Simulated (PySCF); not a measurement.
## Peak assignment

Cartesian coordinates in Å; atom numbers follow the order of the lines, from 1:
```xyz
18

C    -4.360   -0.139   -0.571
C    -3.174    0.437   -0.385
C    -1.945   -0.292   -0.232
C    -0.749    0.294   -0.045
C     0.481   -0.425    0.108
C     1.662    0.177    0.294
O     2.801   -0.519    0.434
Si    4.349   -0.076    0.670
H    -4.464   -1.211   -0.618
H    -5.264    0.435   -0.681
H    -3.097    1.517   -0.341
H    -2.012   -1.371   -0.275
H    -0.684    1.374   -0.002
H     0.446   -1.504    0.070
H     1.745    1.258    0.339
H     4.479    0.683    1.916
H     4.815    0.760   -0.439
H     4.961   -1.392    0.714
```

Rapidly exchanging positions averaged, relativity neglected, no solvent model, a single conformation. Geometry from GFN2-xTB; GIAO PBE0/pcSseg-1 shieldings; PySCF 2.14.

Referencing at the same level of theory: TMS for ¹³C, ¹H.

**Question.** Assign these signals to the numbered atoms. ¹³C{¹H} NMR (computed): δ 152.5, 145.8, 138.0, 136.9, 123.8, 121.7.

**Answer.** 
152.5 → C6, alkene carbon bearing oxygen: an sp2 carbon further deshielded by the attached heteroatom
145.8 → C2, alkene CH: as expected for a trigonal carbon in a double bond
138.0 → C3, alkene CH
136.9 → C4, alkene CH
123.8 → C5, β carbon of an enol-ether or enamine type C=C
121.7 → C1, terminal =CH2 carbon: an sp2 carbon of a C=C bond

C3 and C4 lie closer than the usual error of such a calculation, so a measured spectrum could show them in the other order.

**Question.** Assign these signals to the numbered atoms. ¹H NMR (500 MHz, computed): δ 6.71 (d, 1H), 6.58 (m, 1H), 6.35 (m, 1H), 6.23 (m, 1H), 6.18 (m, 1H), 5.41 (m, 1H), 5.29 (m, 1H), 4.99 (s, 3H).

**Answer.** 
```tsv
δ (ppm)	atoms	environment	reason
6.71	H15	hydrogen on an alkene carbon bearing oxygen	olefinic region
6.58	H11	hydrogen on an alkene CH	attached to an sp2 carbon and in the plane of the double bond
6.35	H12	hydrogen on an alkene CH	–
6.23	H13	hydrogen on an alkene CH	–
6.18	H14	hydrogen on a β carbon of an enol-ether or enamine type C=C	a vinylic proton, deshielded by the sp2 carbon and the C=C anisotropy
5.41	H9	hydrogen on a terminal =CH2 carbon	a vinylic proton, deshielded by the sp2 carbon and the C=C anisotropy
5.29	H10	hydrogen on a terminal =CH2 carbon	–
4.99	H16/H17/H18	hydrogen on a silicon bonded to O	–
```

H12 and H13; H13 and H14 lie closer than the usual error of such a calculation, so a measured spectrum could show them in the other order.

Shifts are as computed. Against solution values, carbons near 30 ppm lie about +3 ppm off and those near 130 ppm about +5 ppm. Of 1211 compounds with measured shifts, 218 miss one by over three times the rms of a fit or turn the order of signals round; such compounds aren't used in these exercises. Multiplicities follow the n + 1 count of equivalent neighbours, as no J values were calculated; m marks all less simple cases, F and P coupling included.
